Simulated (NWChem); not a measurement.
System: C₂H₄F₂OSi; SMILES FC([Si@@H](O)F)=C

NWChem printed, in part:

```
             Northwest Computational Chemistry Package (NWChem) 7.3.0
             --------------------------------------------------------

 C1  symmetry detected

                             Geometry "geometry" -> ""
                             -------------------------

 Output coordinates in angstroms (scale by  1.889725989 to convert to a.u.)

  No.       Tag          Charge          X              Y              Z
 ---- ---------------- ---------- -------------- -------------- --------------
    1 C                    6.0000    -1.28954659    -1.62002984    -0.41488377
    2 C                    6.0000    -0.15175424    -1.07013955     0.00740776
    3 F                    9.0000     0.94272744    -1.86063092     0.21602487
    4 Si                  14.0000     0.15039578     0.74290927     0.37512414
    5 O                    8.0000     1.37689194     1.36338050    -0.53341509
    6 F                    9.0000    -1.25908405     1.45693824     0.04357512
    7 H                    1.0000    -1.37541995    -2.68724337    -0.60078156
    8 H                    1.0000    -2.16026202    -0.99451724    -0.57651934
    9 H                    1.0000     0.51902245     1.00558669     1.77686634
   10 H                    1.0000     1.39099752     1.14265063    -1.47552660

 Effective nuclear repulsion energy (a.u.)     305.7888374809

                                 NWChem DFT Module
                                 -----------------

 Summary of "ao basis" -> "ao basis" (spherical)
 ------------------------------------------------------------------------------
       Tag                 Description            Shells   Functions and Types
 ---------------- ------------------------------  ------  ---------------------
 C                          def2-svp                 6       14   3s2p1d
 F                          def2-svp                 6       14   3s2p1d
 Si                         def2-svp                 8       18   4s3p1d
 O                          def2-svp                 6       14   3s2p1d
 H                          def2-svp                 3        5   2s1p

            General Information
            -------------------
          SCF calculation type: DFT
          Wavefunction type:  closed shell.
          No. of atoms     :    10
          No. of electrons :    56
           Alpha electrons :    28
            Beta electrons :    28
          Charge           :     0
          Spin multiplicity:     1
          Use of symmetry is: off; symmetry adaption is: off
          Maximum number of iterations: 150
          AO basis - number of functions:   108
                     number of shells:    50
          Convergence on energy requested:  1.00D-06
          Convergence on density requested:  1.00D-05
          Convergence on gradient requested:  5.00D-04

              XC Information
              --------------
                  TPSS metaGGA Exchange Functional  1.000
             TPSS03 metaGGA Correlation Functional  1.000

             Grid Information
             ----------------
          Grid used for XC integration:  medium
          Radial quadrature: Mura-Knowles
          Angular quadrature: Lebedev.
          Tag              B.-S. Rad. Rad. Pts. Rad. Cut. Ang. Pts.
          ---              ---------- --------- --------- ---------
          C                   0.70       49          11.0       434
          F                   0.50       49          11.0       434
          Si                  1.10       88          11.0       590
          O                   0.60       49          12.0       434
          H                   0.35       45          12.0       434
          Grid pruning is: on
          Number of quadrature shells:   513
          Spatial weights used:  Erf1

      Superposition of Atomic Density Guess
      -------------------------------------

 Sum of atomic energies:        -639.26145803

      Non-variational initial energy
      ------------------------------

 Total energy =    -641.353548
 1-e energy   =   -1492.996912
 2-e energy   =     545.854527
 HOMO         =      -0.313298
 LUMO         =       0.001125

     ---------------------------------------------
      Total Density - Mulliken Population Analysis
     ---------------------------------------------

    Atom       Charge   Shell Charges
 -----------   ------   -------------------------------------------------------
    1 C    6     6.30   1.99  0.97  0.26  2.04  1.01  0.02
    2 C    6     5.77   1.99  0.95  0.32  1.65  0.79  0.06
    3 F    9     9.40   1.99  1.14  0.78  3.43  2.06  0.00
    4 Si  14    12.69   2.00  1.99  0.88  0.14  5.93  0.90  0.53  0.30
    5 O    8     8.76   1.99  1.10  0.63  3.09  1.94  0.00
    6 F    9     9.57   1.99  1.14  0.78  3.52  2.13  0.00
    7 H    1     0.89   0.66  0.20  0.03
    8 H    1     0.88   0.66  0.20  0.03
    9 H    1     1.11   0.70  0.39  0.01
   10 H    1     0.65   0.52  0.07  0.06

   convergence    iter        energy       DeltaE   RMS-Dens  Diis-err
 ---------------- ----- ----------------- --------- --------- ---------
 d= 0,ls=0.0,diis     1   -642.6588386777 -9.48D+02  1.84D-02  1.08D+00
 d= 0,ls=0.0,diis     2   -642.4033396016  2.55D-01  1.11D-02  3.99D+00
 d= 0,ls=0.0,diis     3   -642.7875066971 -3.84D-01  2.20D-03  3.26D-02
 d= 0,ls=0.0,diis     4   -642.7877832568 -2.77D-04  1.31D-03  2.73D-02
 d= 0,ls=0.0,diis     5   -642.7912844225 -3.50D-03  3.26D-04  2.24D-03
  Resetting Diis
 d= 0,ls=0.0,diis     6   -642.7915227016 -2.38D-04  8.80D-05  2.09D-04
 d= 0,ls=0.0,diis     7   -642.7915423306 -1.96D-05  4.81D-05  9.38D-06
 d= 0,ls=0.0,diis     8   -642.7915399915  2.34D-06  3.03D-05  3.55D-05
 d= 0,ls=0.0,diis     9   -642.7915432326 -3.24D-06  3.77D-06  1.77D-07
 d= 0,ls=0.0,diis    10   -642.7915432521 -1.95D-08  9.46D-07  1.39D-08

         Total DFT energy =     -642.791543252125
      One electron energy =    -1496.713836143098
           Coulomb energy =      611.033954946062
    Exchange-Corr. energy =      -62.900499536007
 Nuclear repulsion energy =      305.788837480917

 Numeric. integr. density =       55.999998276813

                       DFT Final Molecular Orbital Analysis
                       ------------------------------------

 Vector   26  Occ=2.000000D+00  E=-3.014042D-01
              MO Center=  1.1D+00,  1.2D+00, -3.7D-01, r^2= 1.8D+00
   Bfn.  Coefficient  Atom+Function         Bfn.  Coefficient  Atom+Function
  ----- ------------  ---------------      ----- ------------  ---------------
    64      0.400175   5 O  px               65     -0.378913   5 O  py
    67      0.287623   5 O  px               68     -0.282708   5 O  py
    78     -0.177934   6 F  px               66      0.141291   5 O  pz
    33      0.127617   3 F  py               81      0.119491   6 F  px
    69      0.096251   5 O  pz               79     -0.096030   6 F  py

 Vector   27  Occ=2.000000D+00  E=-2.809394D-01
              MO Center=  3.5D-01, -3.0D-01,  9.0D-02, r^2= 3.6D+00
   Bfn.  Coefficient  Atom+Function         Bfn.  Coefficient  Atom+Function
  ----- ------------  ---------------      ----- ------------  ---------------
    33      0.313321   3 F  py               19      0.300667   2 C  py
    17      0.292420   2 C  s                65      0.290755   5 O  py
    36     -0.221907   3 F  py               68      0.205887   5 O  py
    51     -0.179405   4 Si py               99     -0.163469   9 H  s
     3     -0.160787   1 C  s                79     -0.147209   6 F  py

 Vector   28  Occ=2.000000D+00  E=-2.443876D-01
              MO Center= -4.9D-01, -1.4D+00, -1.6D-01, r^2= 2.1D+00
   Bfn.  Coefficient  Atom+Function         Bfn.  Coefficient  Atom+Function
  ----- ------------  ---------------      ----- ------------  ---------------
     6      0.390680   1 C  pz               20      0.332566   2 C  pz
    34      0.303644   3 F  pz                9      0.277614   1 C  pz
    37     -0.230364   3 F  pz               23      0.171253   2 C  pz
     4     -0.113105   1 C  px               18     -0.102729   2 C  px
    32     -0.092515   3 F  px                7     -0.084123   1 C  px

 Vector   29  Occ=0.000000D+00  E=-4.994075D-02
              MO Center= -5.2D-01, -9.4D-01, -1.7D-01, r^2= 3.1D+00
   Bfn.  Coefficient  Atom+Function         Bfn.  Coefficient  Atom+Function
  ----- ------------  ---------------      ----- ------------  ---------------
     9      0.507226   1 C  pz               23     -0.426551   2 C  pz
     6      0.394656   1 C  pz               20     -0.361651   2 C  pz
    55     -0.217255   4 Si pz               63     -0.214168   5 O  s
    54      0.166373   4 Si py              100      0.164438   9 H  s
    34     -0.156515   3 F  pz              105      0.152050  10 H  s

 Vector   30  Occ=0.000000D+00  E= 1.708933D-02
              MO Center=  2.1D-01, -3.2D-02,  2.5D-01, r^2= 4.1D+00
   Bfn.  Coefficient  Atom+Function         Bfn.  Coefficient  Atom+Function
  ----- ------------  ---------------      ----- ------------  ---------------
    53      0.674256   4 Si px               90     -0.410874   7 H  s
    54     -0.361464   4 Si py                3      0.353628   1 C  s
    63     -0.327328   5 O  s                77      0.313427   6 F  s
    31     -0.270621   3 F  s                22     -0.256551   2 C  py
    50      0.246663   4 Si px              105      0.229808  10 H  s

 Vector   31  Occ=0.000000D+00  E= 2.829128D-02
              MO Center=  8.1D-01,  1.0D+00, -9.5D-01, r^2= 4.3D+00
   Bfn.  Coefficient  Atom+Function         Bfn.  Coefficient  Atom+Function
  ----- ------------  ---------------      ----- ------------  ---------------
   105      0.975620  10 H  s                63     -0.760828   5 O  s
    46      0.561088   4 Si s               100     -0.418136   9 H  s
    54      0.354341   4 Si py               69      0.264801   5 O  pz
    77     -0.210799   6 F  s                66      0.190307   5 O  pz
     3     -0.189235   1 C  s                95      0.190072   8 H  s

     ---------------------------------------------
      Total Density - Mulliken Population Analysis
     ---------------------------------------------

    Atom       Charge   Shell Charges
 -----------   ------   -------------------------------------------------------
    1 C    6     6.06   1.99  0.90  0.24  2.08  0.83  0.03
    2 C    6     6.06   1.99  0.94  0.29  1.99  0.78  0.07
    3 F    9     9.21   1.99  1.14  0.79  3.33  1.95  0.01
    4 Si  14    13.18   2.00  1.98  0.98  0.02  5.93  1.21  0.60  0.46
    5 O    8     8.37   1.99  1.08  0.64  2.89  1.77  0.01
    6 F    9     9.31   1.99  1.13  0.79  3.35  2.05  0.00
    7 H    1     0.95   0.75  0.18  0.02
    8 H    1     0.94   0.75  0.17  0.02
    9 H    1     1.11   0.76  0.34  0.01
   10 H    1     0.80   0.68  0.06  0.07

     -------------------------------------------
      Total Density - Lowdin Population Analysis
     -------------------------------------------

    Atom       Charge   Shell Charges
 -----------   ------   -------------------------------------------------------
    1 C    6     6.07   1.97  0.61  0.32  1.88  1.24  0.07
    2 C    6     6.10   1.97  0.66  0.34  1.82  1.15  0.15
    3 F    9     9.09   1.98  1.03  0.74  3.21  2.12  0.01
    4 Si  14    13.44   2.00  1.92  0.61  0.29  5.81  1.23  0.85  0.72
    5 O    8     8.19   1.97  0.88  0.60  2.71  2.01  0.01
    6 F    9     9.18   1.98  1.02  0.76  3.21  2.21  0.01
    7 H    1     0.97   0.63  0.26  0.07
    8 H    1     0.96   0.63  0.26  0.07
    9 H    1     1.10   0.66  0.42  0.02
   10 H    1     0.90   0.55  0.17  0.18

     Multipole analysis of the density
     ---------------------------------

     L   x y z        total         alpha         beta         nuclear
     -   - - -        -----         -----         ----         -------
     0   0 0 0     -0.000000    -28.000000    -28.000000     56.000000

     1   1 0 0     -0.187169     -0.093585     -0.093585      0.000000
     1   0 1 0     -0.207353     -0.103676     -0.103676     -0.000000
     1   0 0 1     -0.515419     -0.257710     -0.257710      0.000000

     2   2 0 0    -31.200120   -116.711342   -116.711342    202.222564
     2   1 1 0      1.966754     -9.284562     -9.284562     20.535878
     2   1 0 1     -1.041575     -1.231709     -1.231709      1.421842
     2   0 2 0    -32.060332   -205.304014   -205.304014    378.547695
     2   0 1 1     -0.123193     -2.402864     -2.402864      4.682535
     2   0 0 2    -27.492293    -34.715870    -34.715870     41.939447
```

Level: TPSS/def2-SVP. All runs use the structure optimised with B3LYP/6-31G* (spherical d).

**Question.** Reconstruct the input file.

**Answer.** Several could match; the one computed here: the input that was run:
```
start job
memory heap 200 mb stack 900 mb global 1100 mb
geometry units angstroms noautoz
  C     -1.235949    -1.656889    -0.357722
  C     -0.117814    -1.058365     0.050719
  F      1.009076    -1.802643     0.256770
  Si     0.114327     0.768368     0.401166
  O      1.307776     1.429697    -0.522438
  F     -1.325203     1.422605     0.075401
  H     -1.280449    -2.728219    -0.534212
  H     -2.132278    -1.068102    -0.517289
  H      0.483166     1.057439     1.797648
  H      1.323291     1.201741    -1.462805
end
basis spherical
  C library def2-svp
  F library def2-svp
  Si library def2-svp
  O library def2-svp
  H library def2-svp
end
dft
  xc xtpss03 ctpss03
  iterations 150
  mulliken
end
task dft energy
```
